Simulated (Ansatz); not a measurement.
Geometry optimisation, UKS PBE0-D4/def2-SVP in Ansatz.

Input:

```yaml
crystal:
  periodic: [false, false, false]
  atoms:
    - { symbol: Ga, position_ang: [-0.649468, -0.677729, 0.282379] }
    - { symbol: O, position_ang: [-0.810431, 0.984321, -0.499856] }
    - { symbol: H, position_ang: [-0.760677, -1.839908, -0.741521] }
    - { symbol: H, position_ang: [-0.460013, -0.715173, 1.834197] }
    - { symbol: H, position_ang: [1.402788, 0.457672, -0.579313] }
    - { symbol: H, position_ang: [1.981722, 0.08542, -0.427909] }
    - { symbol: H, position_ang: [-0.703821, 1.705397, 0.132023] }
magnetization:
  spin_polarized: true
basis:
  gaussian: { orbitals: def2-SVP }
hamiltonian:
  xc: pbe0
  dispersion: d4
relax:
  f_tol: 0.03
  max_steps: 50
```

Run as:

```bash
$ ansatz run input.yaml --threads 2 --pin off --max-ram 3072MiB --backend cpu --events-out ev --progress --plain --runs-dir out
```

Where does it end, and by what steps?

The forces met the threshold. The force dipped under the threshold on the way, but the program's further checks kept it going. After 11 steps the energy has fallen by 0.137 eV; H7 moved furthest, 0.41 Å.

```tsv
step	energy less start (eV)	largest force component (eV/Å)	accepted
0	0.0000	2.143	yes
1	-0.1185	0.533	yes
2	-0.1264	0.298	yes
3	-0.1289	0.239	yes
4	-0.1317	0.183	yes
5	-0.1319	0.187	yes
6	-0.1341	0.077	yes
7	-0.1251	0.634	no
8	-0.1363	0.028	yes
9	-0.1365	0.100	yes
10	-0.1369	0.047	yes
11	-0.1371	0.009	yes
```

```xyz
7
Properties=species:S:1:pos:R:3
Ga -0.599 -0.552 0.231
O -1.098 1.029 -0.446
H -0.654 -1.715 -0.805
H -0.232 -0.623 1.754
H 1.668 0.348 -0.629
H 2.017 -0.241 -0.291
H -1.102 1.754 0.187
```

Whether the end is a true minimum wasn't checked by a vibrational analysis.

The run took 21 s on 2 threads of Arm Neoverse V1, with other jobs on the host, peak memory 0.18 GiB.
